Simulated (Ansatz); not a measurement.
def2 core potentials replace the inner electrons of Sn.

Species: C2H8O3Sn, SMILES `C[CH2][Sn]([OH])([OH])[OH]` with one electron added (charge -1, multiplicity 2).

Problem. Give a relaxed geometry from PBE0-D3(BJ)/def2-SVP in Ansatz (a program for electronic structure).

Solution. Several could match; the one computed here: the end point of this relaxation, one of several conformers (outside a Z-matrix the atoms follow the SMILES, hydrogens last).
Bond lengths (Å): C1–C2 1.511, C1–H7 1.102, C1–H8 1.102, C1–H9 1.111, C2–Sn3 2.352, C2–H10 1.102, C2–H11 1.102, Sn3–O4 2.057, Sn3–O5 2.126, Sn3–O6 2.082, O4–H12 0.968, O5–H13 0.970, O6–H14 0.967. Bond angles (°): C2–C1–H7 110.0, C2–C1–H8 109.8, C2–C1–H9 113.6, H7–C1–H8 106.8, H7–C1–H9 108.2, H8–C1–H9 108.2, C1–C2–Sn3 107.1, C1–C2–H10 113.9, C1–C2–H11 113.9, Sn3–C2–H10 105.1, Sn3–C2–H11 106.7, H10–C2–H11 109.4, C2–Sn3–O4 89.3, C2–Sn3–O5 175.7, C2–Sn3–O6 93.4, O4–Sn3–O5 86.5, O4–Sn3–O6 95.4, O5–Sn3–O6 86.8, Sn3–O4–H12 98.3, Sn3–O5–H13 95.2, Sn3–O6–H14 100.4.
